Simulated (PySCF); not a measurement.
C₁₁H₇FO.
Geometry (PBE0-D3(BJ)/def2-SVP, Å), atoms numbered from 1 in this order:
```xyz
20
C11H7FO angstrom
O      4.3963   -0.3856   -0.2945
C      3.4719    0.3586   -0.3177
F      3.6640    1.6744   -0.5044
C      2.0470    0.0126   -0.1605
C      1.7172   -1.3529    0.0458
C      0.4074   -1.7264    0.1975
C     -0.6367   -0.7636    0.1516
C     -1.9996   -1.1203    0.3038
C     -2.9855   -0.1619    0.2530
C     -2.6569    1.1982    0.0477
C     -1.3438    1.5765   -0.1030
C     -0.3040    0.6120   -0.0556
C      1.0556    0.9725   -0.2087
H      2.5280   -2.0828    0.0794
H      0.1485   -2.7760    0.3565
H     -2.2549   -2.1710    0.4624
H     -4.0325   -0.4507    0.3715
H     -3.4513    1.9468    0.0092
H     -1.0820    2.6256   -0.2620
H      1.3189    2.0198   -0.3676
```

The closed-shell ground state was solved at several levels (PySCF, density fitting, gas phase, non-relativistic).

```tsv
level	basis functions	HOMO (eV)	LUMO (eV)	gap (eV)	dipole (D)
PBE0/def2-SVPD	322	-6.94	-2.23	4.71	4.59
PBE0/pcSseg-1	256	-6.95	-2.19	4.76	4.47
```

Question: Estimate the row for B3LYP/pcJ-1, a basis of 421 functions; the other rows only guide the guess.

Answer: HOMO -6.72 eV, LUMO -2.32 eV, gap 4.40 eV, dipole 4.51 D.

Question: Over all these levels, which gives the widest orbital gap and which the narrowest?

Answer: PBE0/pcSseg-1 (global hybrid, 25 % exact exchange) has the widest, 4.76 eV, and B3LYP/pcJ-1 (global hybrid, 20 % exact exchange) the narrowest, 4.40 eV. Functional and basis both differ between the two, so the spread mixes both effects.

Question: How far do the dipole and the HOMO energy spread over the levels?

Answer: The dipole runs from 4.47 to 4.59 D (mean 4.52 D) and the HOMO from -6.95 to -6.72 eV.

One conformer stands for the species.
